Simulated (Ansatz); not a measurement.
This geometry of CH$_{5}$SSb (8 atoms, charge 0, multiplicity 1) is a first-order saddle point.

Theory: RKS PBE0-D4/def2-SVP (Ansatz).

```xyz
8
Properties=species:S:1:pos:R:3
C -0.768 1.105 -0.628
S -0.483 0.487 1.065
Sb 0.953 -1.362 0.830
H -1.255 0.345 -1.252
H 0.169 1.435 -1.094
H -1.441 1.968 -0.511
H 2.598 -1.148 0.888
H 0.320 -2.886 0.646
```

Question: Which two structures does it join? (They come from a converged band through this point; their orientation in space is the band's.)

Answer: No bond is made or broken. The height of Sb3 over the plane of its neighbours goes from 1.03 to -1.03 Å.

Image 0:

```xyz
8
Properties=species:S:1:pos:R:3
C -0.806 1.151 -0.520
S -0.297 0.238 0.971
Sb 1.115 -1.481 -0.046
H -1.375 0.523 -1.219
H 0.049 1.606 -1.042
H -1.464 1.958 -0.166
H 2.404 -1.288 1.073
H 0.466 -2.765 0.894
```

Image 8:

```xyz
8
Properties=species:S:1:pos:R:3
C -0.633 0.890 -0.463
S -0.519 0.501 1.307
Sb 0.968 -1.431 1.325
H -1.077 0.059 -1.030
H 0.351 1.140 -0.886
H -1.289 1.769 -0.550
H 2.107 -0.752 0.226
H 0.184 -2.233 0.016
```

Question: How far does it lie above each of them?

Answer: 201.1 kJ/mol above the first and 204.7 kJ/mol above the second. This is the barrier of this one path; another mechanism may lie lower.

The run took 110 s on 1 thread of Intel(R) Xeon(R) 6975P-C (Granite Rapids), with other jobs on the host, peak memory 0.19 GiB.
